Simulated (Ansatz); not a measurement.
`[GaH2][GeH2][TeH]`, 8 atoms. Charge 0, multiplicity 1. Correlated methods include outer-core shells of Ga, Ge, Te, which these sets cover unevenly. Scalar relativity is left out up to krypton. Te takes the def2 core potential. All runs use 4 threads of an Arm Neoverse V1 on a shared host. Correlated methods freeze the cores.

Task: How many basis functions does each run have, and how long does it take in Ansatz? direct RPA on PBE orbitals/def2-TZVPP energy; RKS r2SCAN-D4/def2-TZVPP energy and forces; RKS ωB97M-V/def2-QZVPP energy; RHF-MP2/def2-QZVPP energy; RKS SPW92 (LDA)/def2-TZVPP energy; RKS ωB97M-V/def2-SVP energy; RKS HSE06 (plane-wave form)-D4/def2-TZVPP energy; RKS r2SCANh-D4/def2-TZVPP energy; RKS PBE0-D4/def2-TZVP relaxation (11 steps); RHF-CCSD(T)/def2-TZVPP energy; RKS PBE0-D4/def2-QZVPP energy; RHF-CCSD(T)/def2-SVP energy. (Best estimate.)

Result: Ansatz gave: Other jobs shared the machine, so times are rough.

```json
{"level": "RKS SPW92 (LDA)/def2-TZVPP", "job": "energy", "functions": "216", "wall time": "1.4 s", "peak host memory (GiB)": "0.29"}
{"level": "RKS HSE06 (plane-wave form)-D4/def2-TZVPP", "job": "energy", "functions": "216", "wall time": "4.3 s", "peak host memory (GiB)": "0.81"}
{"level": "RKS r2SCAN-D4/def2-TZVPP", "job": "energy and forces", "functions": "216", "wall time": "6 s", "peak host memory (GiB)": "0.33"}
{"level": "RKS r2SCANh-D4/def2-TZVPP", "job": "energy", "functions": "216", "wall time": "6.5 s", "peak host memory (GiB)": "0.77"}
{"level": "direct RPA on PBE orbitals/def2-TZVPP", "job": "energy", "functions": "216", "wall time": "6.5 s", "peak host memory (GiB)": "0.53"}
{"level": "RKS ωB97M-V/def2-SVP", "job": "energy", "functions": "115", "wall time": "9.5 s", "peak host memory (GiB)": "0.44"}
{"level": "RHF-CCSD(T)/def2-SVP", "job": "energy", "functions": "115", "wall time": "12 s", "peak host memory (GiB)": "0.6"}
{"level": "RKS PBE0-D4/def2-QZVPP", "job": "energy", "functions": "410", "wall time": "14 s", "peak host memory (GiB)": "1.8"}
{"level": "RHF-MP2/def2-QZVPP", "job": "energy", "functions": "410", "wall time": "24 s", "peak host memory (GiB)": "2.1"}
{"level": "RKS ωB97M-V/def2-QZVPP", "job": "energy", "functions": "410", "wall time": "29 s", "peak host memory (GiB)": "2.1"}
{"level": "RKS PBE0-D4/def2-TZVP", "job": "relaxation (11 steps)", "functions": "176", "wall time": "48 s", "peak host memory (GiB)": "0.58"}
{"level": "RHF-CCSD(T)/def2-TZVPP", "job": "energy", "functions": "216", "wall time": "3.6 min", "peak host memory (GiB)": "3.5"}
```
